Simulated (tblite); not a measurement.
C4H8O2P (charge -1).
SMILES with atom numbers: `[CH3:1][P@:2](=[O:3])([O-:4])[CH:5]1[CH2:6][CH2:7]1` (hydrogens: H8, H9, H10 on C1; H11 on C5; H12, H13 on C6; H14, H15 on C7)
Bond orders are those of one Lewis drawing.

Computed with GFN2-xTB (tblite), gas phase: L-BFGS steps from a force-field or distance-geometry start until the largest atomic force falls under 0.01 eV/Å.

Step 10: E = -641.8879 eV
```
atom  x, y, z in Å  |  force x, y, z in eV/Å
C1      1.8740   -0.0042   -0.4864   -0.020   0.069   0.091
P2      0.8846    0.2278    1.0911   -0.032   0.053  -0.097
O3      0.8388    1.6813    1.4307   -0.024  -0.091  -0.093
O4      1.3973   -0.7352    2.1022    0.087  -0.091   0.199
C5     -0.7937   -0.3777    0.5724    0.060  -0.084  -0.067
C6     -1.1302   -0.5005   -0.8790   -0.095   0.032  -0.015
C7     -1.8005    0.5415   -0.0386    0.077  -0.076  -0.005
H8      2.9034    0.0835   -0.1466    0.075   0.024  -0.031
H9      1.7353   -0.9803   -0.9489    0.007   0.053   0.095
H10     1.6682    0.7904   -1.1979    0.038   0.000  -0.041
H11    -1.1421   -1.1619    1.2393   -0.068   0.077  -0.041
H12    -1.7129   -1.3524   -1.2198    0.018   0.066   0.036
H13    -0.3743   -0.1806   -1.5833   -0.205   0.004  -0.028
H14    -2.8492    0.4021    0.2132    0.115   0.063  -0.035
H15    -1.5032    1.5742   -0.1704   -0.031  -0.100   0.031
```

Step 11: E = -641.8927 eV
```
atom  x, y, z in Å  |  force x, y, z in eV/Å
C1      1.8762   -0.0007   -0.4852   -0.025   0.039   0.102
P2      0.8849    0.2273    1.0900   -0.016   0.015  -0.008
O3      0.8399    1.6800    1.4303   -0.046  -0.050  -0.093
O4      1.3930   -0.7332    2.1084    0.067  -0.056   0.106
C5     -0.7913   -0.3814    0.5671    0.086  -0.047  -0.059
C6     -1.1353   -0.4979   -0.8839   -0.017  -0.046   0.020
C7     -1.7980    0.5402   -0.0421    0.070  -0.037   0.105
H8      2.9052    0.0845   -0.1432    0.067   0.042  -0.054
H9      1.7347   -0.9788   -0.9413    0.015   0.042   0.066
H10     1.6670    0.7914   -1.1996    0.058  -0.019  -0.012
H11    -1.1339   -1.1668    1.2364   -0.087   0.091  -0.072
H12    -1.7184   -1.3495   -1.2135   -0.046  -0.017  -0.028
H13    -0.3840   -0.1844   -1.5929   -0.146   0.033  -0.064
H14    -2.8428    0.4059    0.2147    0.004   0.030  -0.016
H15    -1.5016    1.5714   -0.1671    0.016  -0.019   0.007
```

Step 12: E = -641.8960 eV
```
atom  x, y, z in Å  |  force x, y, z in eV/Å
C1      1.8774    0.0023   -0.4828    0.002   0.011   0.075
P2      0.8853    0.2261    1.0898    0.019  -0.035   0.066
O3      0.8395    1.6784    1.4281   -0.062  -0.003  -0.072
O4      1.3915   -0.7324    2.1139    0.036  -0.006   0.020
C5     -0.7881   -0.3847    0.5626    0.083  -0.024  -0.028
C6     -1.1389   -0.4970   -0.8867    0.027  -0.091   0.020
C7     -1.7952    0.5387   -0.0425    0.042   0.008   0.144
H8      2.9076    0.0859   -0.1422    0.050   0.051  -0.060
H9      1.7346   -0.9769   -0.9352    0.018   0.026   0.047
H10     1.6674    0.7917   -1.2009    0.060  -0.029   0.016
H11    -1.1310   -1.1680    1.2336   -0.091   0.072  -0.075
H12    -1.7226   -1.3479   -1.2101   -0.090  -0.070  -0.061
H13    -0.3930   -0.1861   -1.5999   -0.091   0.051  -0.095
H14    -2.8383    0.4090    0.2152   -0.059   0.003   0.011
H15    -1.5005    1.5690   -0.1648    0.053   0.036  -0.009
```

Step 13: E = -641.9003 eV
```
atom  x, y, z in Å  |  force x, y, z in eV/Å
C1      1.8792    0.0064   -0.4780    0.051  -0.026   0.022
P2      0.8862    0.2243    1.0909    0.068  -0.073   0.129
O3      0.8378    1.6766    1.4241   -0.081   0.051  -0.031
O4      1.3898   -0.7316    2.1215    0.002   0.052  -0.070
C5     -0.7821   -0.3893    0.5561    0.048   0.005   0.007
C6     -1.1434   -0.4977   -0.8902    0.046  -0.101   0.016
C7     -1.7906    0.5371   -0.0402    0.007   0.040   0.126
H8      2.9115    0.0889   -0.1419    0.032   0.057  -0.057
H9      1.7349   -0.9740   -0.9259    0.022   0.000   0.024
H10     1.6691    0.7913   -1.2021    0.052  -0.036   0.053
H11    -1.1281   -1.1688    1.2279   -0.089   0.023  -0.055
H12    -1.7305   -1.3473   -1.2066   -0.115  -0.102  -0.081
H13    -0.4071   -0.1876   -1.6119   -0.037   0.060  -0.112
H14    -2.8336    0.4131    0.2163   -0.094  -0.024   0.048
H15    -1.4975    1.5666   -0.1619    0.090   0.075  -0.021
```

Problem. Estimate the geometry and energy of step 14. (The exact step hangs on the optimiser's Hessian estimate; all steps are aligned on step 13, rigid shifts and turns removed.)

Solution. E = -641.9047 eV, largest force 0.166 eV/Å
```
atom  x, y, z in Å  |  force x, y, z in eV/Å
C1      1.8820    0.0105   -0.4718    0.094  -0.058  -0.028
P2      0.8880    0.2227    1.0934    0.089  -0.063   0.125
O3      0.8345    1.6757    1.4194   -0.093   0.084   0.020
O4      1.3876   -0.7303    2.1297   -0.008   0.082  -0.110
C5     -0.7742   -0.3943    0.5484   -0.006   0.022   0.041
C6     -1.1480   -0.5001   -0.8941    0.029  -0.072  -0.008
C7     -1.7852    0.5357   -0.0355   -0.032   0.058   0.047
H8      2.9165    0.0936   -0.1423    0.028   0.056  -0.044
H9      1.7357   -0.9709   -0.9147    0.028  -0.035   0.000
H10     1.6718    0.7900   -1.2022    0.032  -0.033   0.083
H11    -1.1249   -1.1700    1.2196   -0.082  -0.034  -0.020
H12    -1.7424   -1.3483   -1.2037   -0.096  -0.080  -0.074
H13    -0.4241   -0.1891   -1.6284   -0.016   0.048  -0.086
H14    -2.8299    0.4175    0.2189   -0.071  -0.040   0.081
H15    -1.4919    1.5653   -0.1586    0.105   0.065  -0.025
```

The energy changes by -0.0044 eV. The first-order estimate −F·Δx gives -0.0061 eV and the mean of the old and new forces, exact on a quadratic surface, -0.0043 eV. The step makes an angle of 68° with the force vector and moves no atom by more than 0.024 Å.

Hardware: Arm Neoverse N1, one thread, no GPU, on a shared host.
